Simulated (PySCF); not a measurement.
C4HN3OS.
SMILES with atom numbers: `[N:1]#[C:2][c:3]1[s:4][n:5][n:6][c:7]1[CH:8]=[O:9]` (hydrogens: H10 on C8)

Structure used (GFN2-xTB), in Å, numbered top down from 1:
```xyz
10
C4HN3OS angstrom
N     -1.8232    2.3862    0.4557
C     -0.9218    1.6908    0.3233
C      0.2044    0.8791    0.1683
S      1.8185    1.4530    0.2818
N      2.4100   -0.0671   -0.0115
N      1.5272   -0.9357   -0.1809
C      0.2608   -0.4944   -0.0974
C     -0.8783   -1.4004   -0.2746
O     -2.0302   -1.0691   -0.2128
H     -0.5585   -2.4377   -0.4745
```

Theory: PySCF 2.14.0, density-fitted response routines, TDDFT B3LYP/def2-SVPD, vertical, gas phase, core orbitals frozen in the response.

Ground-to-excited transition dipoles (e·a0, same axes as the geometry; the sign carries no meaning), for the states with f of 0.002 or more among the lowest 8:

| state | E (eV) | μx | μy | μz |
| --- | --- | --- | --- | --- |
| S4 | 4.678 | -0.150 | 0.962 | 0.185 |
| S6 | 5.062 | -0.609 | -0.062 | -0.013 |
| S8 | 5.628 | -0.030 | 0.202 | 0.039 |

Task: Work out the oscillator strengths.

Result: f = (2/3) ΔE |μ|² with ΔE in hartree (27.2114 eV).

```json
{"state": "S4", "|μ|² (au)": "0.982", "|μ| (D)": "2.52", "f": "0.113"}
{"state": "S6", "|μ|² (au)": "0.374", "|μ| (D)": "1.56", "f": "0.046"}
{"state": "S8", "|μ|² (au)": "0.043", "|μ| (D)": "0.53", "f": "0.006"}
```

Task: Label these states by symmetry in Cs.

Result: The ground state is totally symmetric, so the direction of μ fixes the label. Polarised in the mirror plane, so A′: S4, S6 and S8.

Task: Which bond between heavy atoms lies closest to the direction of the S4 transition dipole?

Result: C3–C7, at 6° from it; next S4–N5 at 12°.

Task: What angle do the transition dipoles of S4 and S6 make?

Result: |cos θ| = |μa·μb| / (|μa| |μb|) = 0.05, so θ ≈ 87° (taken between 0 and 90°, since the signs are arbitrary).

Task: How is the summed strength of these states shared among x, y and z?

Result: (2/3) Σ ΔE μα² gives 0.049 for x, 0.112 for y and 0.004 for z, 0.165 in all.

Task: What peak molar absorption coefficient would the strongest computed level give as a lone Gaussian band 0.3 eV wide at half height?

Result: ε(max) = 2.175×10⁸ f / FWHM, with the width in cm⁻¹. S4: 2.175×10⁸ × 0.1125 / 2420 ≈ 10000 L mol⁻¹ cm⁻¹.

Hardware: one thread of an Intel Xeon Platinum 8488C, shared host. Cost: 34 s of wall time, 0.81 GiB resident at most.

One conformer stands for the species.
